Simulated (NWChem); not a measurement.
System: TaNH4O3; SMILES [NH2][Ta](=[O])([OH])[OH]

The following NWChem deck was run.

```
start job
memory heap 200 mb stack 900 mb global 1100 mb
geometry units angstroms
  Ta     0.018027    -0.003613    -0.016533
  O      1.327151     0.895900     0.628031
  O      0.425080    -1.817590    -0.045740
  H      1.082805    -2.485372     0.151819
  O     -0.528023     0.713659    -1.642651
  H     -0.378972     1.396811    -2.297366
  N     -1.415474     0.305743     1.330203
  H     -1.346384     0.863010     2.173522
  H     -2.355394    -0.074332     1.287790
end
basis spherical
  * library def2-svp
end
ecp
  Ta library def2-ecp
end
dft
  xc pbe0
  iterations 150
end
driver
  maxiter 120
end
task dft optimize
```

Excerpt of the output:

```
             Northwest Computational Chemistry Package (NWChem) 7.3.0
             --------------------------------------------------------

 C1  symmetry detected

                             Geometry "geometry" -> ""
                             -------------------------

 Output coordinates in angstroms (scale by  1.889725989 to convert to a.u.)

  No.       Tag          Charge          X              Y              Z
 ---- ---------------- ---------- -------------- -------------- --------------
    1 Ta                  73.0000    -0.03794390    -0.00017477     0.02013050
    2 O                    8.0000     0.16394086     0.00037685     1.72237439
    3 O                    8.0000    -0.86678631     1.56757757    -0.53864548
    4 H                    1.0000    -1.24502114     2.40443452    -0.26629753
    5 O                    8.0000    -0.85605770    -1.57338348    -0.53898813
    6 H                    1.0000    -1.22856522    -2.41286482    -0.26682308
    7 N                    7.0000     1.84327730     0.00673162    -0.63200694
    8 H                    1.0000     2.68266336     0.01016521    -0.06462161
    9 H                    1.0000     2.12911168     0.00733473    -1.60566181

 Effective nuclear repulsion energy (a.u.)     799.1042694238

                                Z-matrix (autoz)
                                --------

 Units are Angstrom for bonds and degrees for angles

      Type          Name      I     J     K     L     M      Value
      ----------- --------  ----- ----- ----- ----- ----- ----------
    1 Stretch                  1     2                       1.71417
    2 Stretch                  1     3                       1.85932
    3 Stretch                  1     5                       1.85928
    4 Stretch                  1     7                       1.99106
    5 Stretch                  3     4                       0.95790
    6 Stretch                  5     6                       0.95790
    7 Stretch                  7     8                       1.01317
    8 Stretch                  7     9                       1.01474
    9 Bend                     1     3     4               145.81393
   10 Bend                     1     5     6               145.81347
   11 Bend                     1     7     8               126.82430
   12 Bend                     1     7     9               125.47967
   13 Bend                     2     1     3               110.52804
   14 Bend                     2     1     5               110.53138
   15 Bend                     2     1     7               102.35542
   16 Bend                     3     1     5               115.27293
   17 Bend                     3     1     7               108.65256
   18 Bend                     5     1     7               108.67399
   19 Bend                     8     7     9               107.69603
   20 Torsion                  2     1     3     4          -0.33969
   21 Torsion                  2     1     5     6           0.33689
   22 Torsion                  2     1     7     8          -0.03135
   23 Torsion                  2     1     7     9         179.96257
   24 Torsion                  3     1     5     6        -125.88389
   25 Torsion                  3     1     7     8         116.89356
   26 Torsion                  3     1     7     9         -63.11252
   27 Torsion                  4     3     1     5         125.88279
   28 Torsion                  4     3     1     7        -111.90409
   29 Torsion                  5     1     7     8        -116.96900
   30 Torsion                  5     1     7     9          63.02493
   31 Torsion                  6     5     1     7         111.91448

                           NWChem Geometry Optimization
                           ----------------------------

 maximum gradient threshold         (gmax) =   0.000450
 rms gradient threshold             (grms) =   0.000300
 maximum cartesian step threshold   (xmax) =   0.001800
 rms cartesian step threshold       (xrms) =   0.001200
 fixed trust radius                (trust) =   0.300000
 source of zmatrix                         =   autoz

          -------------------
          Energy Minimization
          -------------------

 Using diagonal initial Hessian
 Scaling for Hessian diagonals: bonds = 1.00  angles = 0.25  torsions = 0.10

          --------
          Step   0

                                 NWChem DFT Module
                                 -----------------

 Summary of "ao basis" -> "ao basis" (spherical)
 ------------------------------------------------------------------------------
       Tag                 Description            Shells   Functions and Types
 ---------------- ------------------------------  ------  ---------------------
 Ta                         def2-svp                12       32   6s3p2d1f
 O                          def2-svp                 6       14   3s2p1d
 H                          def2-svp                 3        5   2s1p
 N                          def2-svp                 6       14   3s2p1d

[...]

      ----------------------
      Optimization converged
      ----------------------

  Step       Energy      Delta E   Gmax     Grms     Xrms     Xmax
  ---- ---------------- -------- -------- -------- -------- --------
@    8    -339.53497344 -8.2D-07  0.00015  0.00004  0.00060  0.00126
                                     ok       ok       ok       ok

                                Z-matrix (autoz)
                                --------

 Units are Angstrom for bonds and degrees for angles

      Type          Name      I     J     K     L     M      Value     Gradient
      ----------- --------  ----- ----- ----- ----- ----- ---------- ----------
    1 Stretch                  1     2                       1.72366    0.00007
    2 Stretch                  1     3                       1.91563   -0.00002
    3 Stretch                  1     5                       1.91563   -0.00002
    4 Stretch                  1     7                       1.98151   -0.00015
    5 Stretch                  3     4                       0.96007    0.00001
    6 Stretch                  5     6                       0.96007    0.00001
    7 Stretch                  7     8                       1.01575   -0.00001
    8 Stretch                  7     9                       1.01715   -0.00003
    9 Bend                     1     3     4               134.71468   -0.00002
   10 Bend                     1     5     6               134.71640   -0.00002
   11 Bend                     1     7     8               125.26633   -0.00001
   12 Bend                     1     7     9               124.89330   -0.00001
   13 Bend                     2     1     3               110.88588   -0.00000
   14 Bend                     2     1     5               110.88773   -0.00000
   15 Bend                     2     1     7               104.36370   -0.00001
   16 Bend                     3     1     5               109.58655    0.00002
   17 Bend                     3     1     7               110.51586   -0.00000
   18 Bend                     5     1     7               110.51585   -0.00000
   19 Bend                     8     7     9               109.84037    0.00002
   20 Torsion                  2     1     3     4           3.59690   -0.00005
   21 Torsion                  2     1     5     6          -3.59190    0.00005
   22 Torsion                  2     1     7     8          -0.00638   -0.00000
   23 Torsion                  2     1     7     9         179.99534   -0.00000
   24 Torsion                  3     1     5     6        -126.33058    0.00004
   25 Torsion                  3     1     7     8         119.25266   -0.00001
   26 Torsion                  3     1     7     9         -60.74562   -0.00001
   27 Torsion                  4     3     1     5         126.33667   -0.00004
   28 Torsion                  4     3     1     7        -111.63555   -0.00004
   29 Torsion                  5     1     7     8        -119.26760    0.00001
   30 Torsion                  5     1     7     9          60.73412    0.00001
   31 Torsion                  6     5     1     7         111.64165    0.00004

                         Geometry "geometry" -> "geometry"
                         ---------------------------------

 Output coordinates in angstroms (scale by  1.889725989 to convert to a.u.)

  No.       Tag          Charge          X              Y              Z
 ---- ---------------- ---------- -------------- -------------- --------------
    1 Ta                  73.0000     0.01148636     0.00013552     0.00191517
    2 O                    8.0000     0.14637048     0.00047287     1.72028613
    3 O                    8.0000    -0.91269516     1.56219087    -0.61088679
    4 H                    1.0000    -1.26964822     2.34588865    -0.18646016
    5 O                    8.0000    -0.90173767    -1.56823141    -0.61118989
    6 H                    1.0000    -1.25326842    -2.35446781    -0.18693139
    7 N                    7.0000     1.88668710     0.00676099    -0.63835735
    8 H                    1.0000     2.70966936     0.00969203    -0.04301401
    9 H                    1.0000     2.16775510     0.00775572    -1.61590138

 Effective nuclear repulsion energy (a.u.)     788.3957313813

                Final and change from initial internal coordinates
                --------------------------------------------------

                                Z-matrix (autoz)
                                --------

 Units are Angstrom for bonds and degrees for angles

[...]
```

Level: PBE0/def2-SVP with def2 effective core potentials on Ta. Not confirmed as a minimum by frequencies. def2 effective core potentials on Ta; no spin-orbit coupling.
